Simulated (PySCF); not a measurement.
Compound: C4H8Si2.
Atom-mapped SMILES: `[CH:1]#[C:2][SiH2:3]/[CH:4]=[CH:5]\[SiH3:6]` (hydrogens: H7 on C1; H8, H9 on Si3; H10 on C4; H11 on C5; H12, H13, H14 on Si6)

Cartesian coordinates in Å at the GFN2-xTB level; atoms count from 1:
```
atom  x, y, z in Å
C1     2.501    1.688   -0.157
C2     2.014    0.609    0.057
Si3    1.264   -1.055    0.374
C4    -0.211   -0.871    1.534
C5    -1.386   -0.316    1.243
Si6   -1.894    0.454   -0.399
H7     2.925    2.632   -0.344
H8     0.861   -1.632   -0.916
H9     2.278   -1.888    1.039
H10   -0.071   -1.275    2.534
H11   -2.144   -0.296    2.022
H12   -2.232   -0.605   -1.357
H13   -0.817    1.284   -0.936
H14   -3.089    1.270   -0.155
```

Computed, not measured: TDDFT CAM-B3LYP/def2-SVPD, vertical, gas phase, core orbitals frozen in the response (PySCF).

Frontier orbitals with the atoms that hold most of them (Löwdin shares over 4%, at most four atoms; ? is withheld):

| orbital | ε (eV) | atoms |
| --- | --- | --- |
| LUMO+2 | 1.14 | Si3 21%, Si6 18%, C1 16%, C2 13% |
| LUMO+1 | 0.89 | Si3 18%, C2 16%, C1 16%, C4 8% |
| LUMO | -0.06 | ? |
| HOMO | -9.27 | ? |
| HOMO-1 | -9.47 | C4 24%, C5 21%, C2 10%, C1 10% |
| HOMO-2 | -9.56 | C2 40%, C1 39%, Si3 7% |
| HOMO-3 | -10.18 | C2 19%, C5 18%, C1 17%, C4 11% |

Q: Give the leading atoms of the LUMO.

A: C5 (bonded to C, Si and H) 28%; C4 (bonded to C, Si and H) 28%; Si3 (bonded to 2 C and 2 H) 12%; Si6 (bonded to C and 3 H) 10%. By element: carbon 56% or more, silicon 22%.

Q: Which atoms hold the HOMO, and with what shares?

A: C4 (bonded to C, Si and H) 24%; C5 (bonded to C, Si and H) 22%; C2 (bonded to C and Si) 17%; C1 (bonded to C and H) 17%.

Q: How does S1 compare with the orbital gap of 9.21 eV?

A: S1 is at 5.68 eV (f = 0.0084), 3.53 eV below the gap, made of HOMO-1→LUMO (36%), HOMO→LUMO (33%), HOMO-3→LUMO (26%). Its leading pair isn't HOMO and LUMO; the energies of that pair differ by 9.40 eV. Without the coupling terms of the response equations the lowest excitation would equal the gap.

Next come S2 at 6.07 eV (f 0.0004), HOMO-2→LUMO+1 (28%), HOMO-2→LUMO (13%), HOMO-2→LUMO+3 (9%); S3 at 6.30 eV (f 0.058), HOMO→LUMO+1 (20%), HOMO-2→LUMO+2 (12%), HOMO→LUMO (11%); S4 at 6.31 eV (f 0.029), HOMO-2→LUMO+1 (17%), HOMO→LUMO+2 (11%); S5 at 6.48 eV (f 0.229), HOMO-1→LUMO (37%), HOMO→LUMO (35%).

Löwdin shares depend on the basis, the more so with diffuse functions.

One conformer stands for the species.
